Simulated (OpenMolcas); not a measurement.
A calculation on Ni2+.

| Quantity | Value |
| --- | --- |
| Program | OpenMolcas |
| Method | CASSCF |
| Basis | ANO-RCC-VTZP [6s5p3d2f1g] |
| Scalar Hamiltonian | DKH2, point nucleus |
| Active space | 8 electrons in 6 orbitals (3d 4s) |
| State averaging | 2S+1 = 5 even, 10 roots; 2S+1 = 3 even, 55 roots; 2S+1 = 1 even, 50 roots |
| Spin-orbit coupling | RASSI with atomic mean-field integrals over the reference wave functions, term energies averaged over their components |

Question: Which level of the active space comes out lowest?

Answer: 3d8 3F4, with 100 % of that term; it is also the measured ground level.

Question: How high does 3d7 4s 5F4 lie?

Answer: 31025 cm-1 above the lowest level; measured 54658 cm-1 above the ground level, so the calculation is off by -43 %.

Question: How high does 3d8 1D2 lie?

Answer: 13739 cm-1 above the lowest level; measured 14032 cm-1 above the ground level, so the calculation is off by -2 %.

Question: How high does 3d7 4s 5F3 lie?

Answer: 31751 cm-1 above the lowest level; measured 55406 cm-1 above the ground level, so the calculation is off by -43 %.

Measured values: Corliss and Sugar, J. Phys. Chem. Ref. Data 10, 197 (1981).

Without dynamic correlation excited terms often stand tens of per cent too high (terms of higher spin than the ground term too low), and those without a measured partner can miss by more than the paired ones. A single d shell beside an s shell can misplace configurations of different d count against each other. Computed and measured levels are paired by configuration, term and J; levels that our copy of the source lacks, or whose pairing is in doubt (as where it misses far off the trend of its configuration), stay unpaired and out of the deviations. Only configurations of the active space appear.
